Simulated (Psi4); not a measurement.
C$_{2}$H$_{2}$N (SMILES [CH2]C#N), doublet, geometry from GFN2-xTB; BLYP/pcseg-1 (Psi4).

Input for Psi4:
```
memory 2 GB

molecule {
0 2
  C     0.00333613   -0.16861170   -1.16204150
  C    -0.00051194    0.02587429    0.17832093
  N    -0.00381510    0.19281948    1.32887713
  H     0.93232340   -0.24906440   -1.69689616
  H    -0.92256280   -0.24424744   -1.70292033
}

set basis pcseg-1
set reference uks
set dft_spherical_points 590

energy('blyp')
print_variables()
```

It wrote (shortened):

```
   => Loading Basis Set <=

    Name: PCSEG-1
    Role: ORBITAL
    Keyword: BASIS

         ---------------------------------------------------------
                                   SCF
               by Justin Turney, Rob Parrish, Andy Simmonett
                          and Daniel G. A. Smith
                              UKS Reference
         ---------------------------------------------------------

  ==> Geometry <==

    Molecular point group: c1
    Full point group: C1

    Geometry (in Angstrom), charge = 0, multiplicity = 2:

       Center              X                  Y                   Z               Mass
    ------------   -----------------  -----------------  -----------------  -----------------
         C            0.003578413352    -0.180857080588    -1.246434440284    12.000000000000
         C           -0.000269656648     0.013628909412     0.093927989716    12.000000000000
         N           -0.003572816648     0.180574099412     1.244484189716    14.003074004430
         H            0.932565683352    -0.261309780588    -1.781289100284     1.007825032230
         H           -0.922320516648    -0.256492820588    -1.787313270284     1.007825032230

  Running in c1 symmetry.

  Rotational constants: A =      9.72298  B =      0.35237  C =      0.34005 [cm^-1]
  Rotational constants: A = 291487.54600  B =  10563.87416  C =  10194.41575 [MHz]
  Nuclear repulsion =   53.527749493657915

  Charge       = 0
  Multiplicity = 2
  Electrons    = 21
  Nalpha       = 11
  Nbeta        = 10

  ==> Algorithm <==

  SCF Algorithm Type is DF.
  DIIS enabled.
  MOM disabled.
  Fractional occupation disabled.
  Guess Type is SAD.
  Energy threshold   = 1.00e-06
  Density threshold  = 1.00e-06
  Integral threshold = 1.00e-12

  ==> Primary Basis <==

  Basis Set: PCSEG-1
    Blend: PCSEG-1
    Number of shells: 24
    Number of basis functions: 52
    Number of Cartesian functions: 55
    Spherical Harmonics?: true
    Max angular momentum: 2

  ==> DFT Potential <==

   => LibXC <=

    Version 7.1.2
    S. Lehtola, C. Steigemann, M. J. T. Oliveira, and M. A. L. Marques,  SoftwareX 7, 1–5 (2018) (10.1016/j.softx.2017.11.002)

   => Composite Functional: BLYP <=

    BLYP GGA Exchange-Correlation Functional

    P.J. Stephens et. al., J. Phys. Chem., 98, 11623-11627, 1994
    B. Miehlich et. al., Chem. Phys. Lett., 157(3), 200-206 1989

    Deriv               =              1
    GGA                 =           TRUE
    Meta                =          FALSE

    Exchange Hybrid     =          FALSE
    MP2 Hybrid          =          FALSE

   => Exchange Functionals <=

    1.0000     XC_GGA_X_B88

   => Correlation Functionals <=

    1.0000     XC_GGA_C_LYP

   => LibXC Density Thresholds  <==

    XC_GGA_C_LYP:  1.00E-14
    XC_GGA_X_B88:  1.00E-15

   => Molecular Quadrature <=

    Radial Scheme          =       TREUTLER
    Pruning Scheme         =           NONE
    Nuclear Scheme         =       TREUTLER

    Blocking Scheme        =         OCTREE
    BS radius alpha        =              1
    Pruning alpha          =              1
    Radial Points          =             75
    Spherical Points       =            590
    Total Points           =         211639
    Total Blocks           =           1615
    Max Points             =            256
    Max Functions          =             52
    Weights Tolerance      =       1.00E-15

   => Loading Basis Set <=

    Name: (PCSEG-1 AUX)
    Role: JKFIT
    Keyword: DF_BASIS_SCF

  ==> Integral Setup <==

  SCF_SUBTYPE=INCORE selected. In-core MEM_DF algorithm will be used.
  Using in-core AOs.

  ==> MemDFJK: Density-Fitted J/K Matrices <==

    J tasked:                   Yes
    K tasked:                    No
    wK tasked:                   No
    Algorithm:                 Core
    Schwarz Cutoff:           1E-12
    Mask sparsity (%):       0.5178
    Fitting Condition:        1E-10

   => Auxiliary Basis Set <=

  Basis Set: (PCSEG-1 AUX)
[...]

  ==> Pre-Iterations <==

  SCF Guess: Superposition of Atomic Densities via on-the-fly atomic UHF (no occupation information).

   -------------------------
    Irrep   Nso     Nmo
   -------------------------
     A         52      52
   -------------------------
    Total      52      52
   -------------------------

  ==> Iterations <==

                           Total Energy        Delta E     RMS |[F,P]|

   @DF-UKS iter SAD:  -131.47749363245515   -1.31477e+02   0.00000e+00
   @DF-UKS iter   1:  -131.77766620622026   -3.00173e-01   1.25550e-02 DIIS/ADIIS
   @DF-UKS iter   2:  -131.63924430891586    1.38422e-01   1.60561e-02 DIIS/ADIIS
   @DF-UKS iter   3:  -131.95150160092950   -3.12257e-01   7.82325e-03 DIIS/ADIIS
   @DF-UKS iter   4:  -132.02918651624924   -7.76849e-02   1.72827e-03 DIIS/ADIIS
   @DF-UKS iter   5:  -132.03294322813272   -3.75671e-03   1.87146e-04 DIIS/ADIIS
   @DF-UKS iter   6:  -132.03298519715850   -4.19690e-05   1.00383e-04 DIIS/ADIIS
   @DF-UKS iter   7:  -132.03300069398051   -1.54968e-05   3.95919e-05 DIIS
   @DF-UKS iter   8:  -132.03300428526668   -3.59129e-06   6.00327e-06 DIIS
   @DF-UKS iter   9:  -132.03300443934782   -1.54081e-07   2.13629e-06 DIIS
   @DF-UKS iter  10:  -132.03300445099384   -1.16460e-08   3.81166e-07 DIIS
  Energy and wave function converged.

  ==> Post-Iterations <==

   Electrons on quadrature grid:
      Nalpha   =   11.0000000224 ; deviation = 2.243e-08
      Nbeta    =   10.0000000044 ; deviation = 4.377e-09
      Ntotal   =   21.0000000268 ; deviation = 2.681e-08

   @Spin Contamination Metric:   7.802941702E-03
   @S^2 Expected:                7.500000000E-01
   @S^2 Observed:                7.578029417E-01
   @S   Expected:                5.000000000E-01
   @S   Observed:                5.000000000E-01

    Orbital Energies [Eh]
    ---------------------

    Alpha Occupied:

[...]
    Alpha Virtual:

[...]
    Beta Occupied:

[...]
      10A     -0.300852

    Beta Virtual:

[...]
    Final Occupation by Irrep:
              A
    DOCC [    10 ]
    SOCC [     1 ]
    NA   [    11 ]
    NB   [    10 ]

  @DF-UKS Final Energy:  -132.03300445099384

   => Energetics <=

    Nuclear Repulsion Energy =             53.5277494936579146
    One-Electron Energy =                -282.8742395076462230
    Two-Electron Energy =                 115.6925923452853340
    DFT Exchange-Correlation Energy =     -18.3791067822908758
    Empirical Dispersion Energy =           0.0000000000000000
    VV10 Nonlocal Energy =                  0.0000000000000000
    Total Energy =                       -132.0330044509938432

  UHF NO Occupations:
  HONO-2 :    9  A 1.9994886
  HONO-1 :   10  A 1.9972463
  HONO-0 :   11  A 1.0000000
  LUNO+0 :   12  A 0.0027537
  LUNO+1 :   13  A 0.0005114
  LUNO+2 :   14  A 0.0003545
  LUNO+3 :   15  A 0.0001042

Computation Completed

Properties will be evaluated at   0.000000,   0.000000,   0.000000 [a0]

Properties computed using the SCF density matrix

 Multipole Moments:

 ------------------------------------------------------------------------------------
     Multipole            Electronic (a.u.)      Nuclear  (a.u.)        Total (a.u.)
 ------------------------------------------------------------------------------------

 L = 1.  Multiply by 2.5417464519 to convert [e a0] to [Debye]
 Dipole X            :         -0.0059937            0.0096149            0.0036212
 Dipole Y            :          0.3029287           -0.4859486           -0.1830199
 Dipole Z            :          2.0877301           -3.3490704           -1.2613404
 Magnitude           :                                                    1.2745544

 ------------------------------------------------------------------------------------

  Variable Map:
  ----------------------------------------------------------------------------
[...]
  Array Variable Map:
  ----------------------------------------------------------------------------
[...]
[...]
```
